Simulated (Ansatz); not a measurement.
Born–Oppenheimer molecular dynamics of C₂H₈BNS (13 atoms, charge 0, multiplicity 1). It starts at the highest image of a converged band, a first-order saddle point between two minima.

These are results of RKS PBE/def2-SVP (Ansatz), not measurements.

```json
{
  "ensemble": "NVE (velocity Verlet)",
  "time step": "0.5 fs",
  "steps asked": "200",
  "starting velocities drawn for": "100 K",
  "seed": "3282"
}
```

First frame:

```xyz
13
Properties=species:S:1:pos:R:3
B -0.791 0.602 -0.105
N -0.096 -0.293 0.971
C 0.790 -1.384 0.547
S -2.503 0.503 0.332
H -1.466 -0.386 1.227
C 0.000 1.309 -1.264
H 0.353 0.285 1.697
H 1.126 -1.980 1.419
H 0.231 -2.060 -0.131
H 1.690 -1.023 0.001
H -0.643 1.948 -1.898
H 0.475 0.550 -1.925
H 0.835 1.931 -0.871
```

Question: How far do the bonds stretch over the last three quarters of this one trajectory? (Pairs bonded in most of those frames.)

Answer: 
| bond | mean (Å) | spread (Å) | shortest | longest |
| --- | --- | --- | --- | --- |
| B1–N2 | 1.720 | 0.037 | 1.63 | 1.79 |
| B1–S4 | 1.707 | 0.019 | 1.67 | 1.74 |
| B1–C6 | 1.585 | 0.024 | 1.54 | 1.62 |
| N2–C3 | 1.491 | 0.022 | 1.45 | 1.53 |
| N2–H5 | 1.048 | 0.050 | 0.97 | 1.12 |
| N2–H7 | 1.037 | 0.017 | 1.01 | 1.07 |
| C3–H8 | 1.109 | 0.011 | 1.09 | 1.13 |
| C3–H9 | 1.108 | 0.016 | 1.08 | 1.13 |
| C3–H10 | 1.108 | 0.028 | 1.06 | 1.15 |
| C6–H11 | 1.107 | 0.011 | 1.09 | 1.13 |
| C6–H12 | 1.114 | 0.017 | 1.09 | 1.14 |
| C6–H13 | 1.116 | 0.011 | 1.10 | 1.14 |

Mean temperature of the second half: 210 K. The conserved energy stayed within 0.16 meV per atom of its start (net change -0.069 meV per atom), so the integration is sound. The system heated up, since it started high on the potential surface and ran downhill. A run of 0.1 ps of so small a system gives no equilibrium averages. The orbitals stay closed-shell, which can raise the energy where a bond breaks towards radicals; this wasn't checked here.

The run took 7.3 min on 2 threads of Arm Neoverse V1 (shared host), peak memory 0.15 GiB.
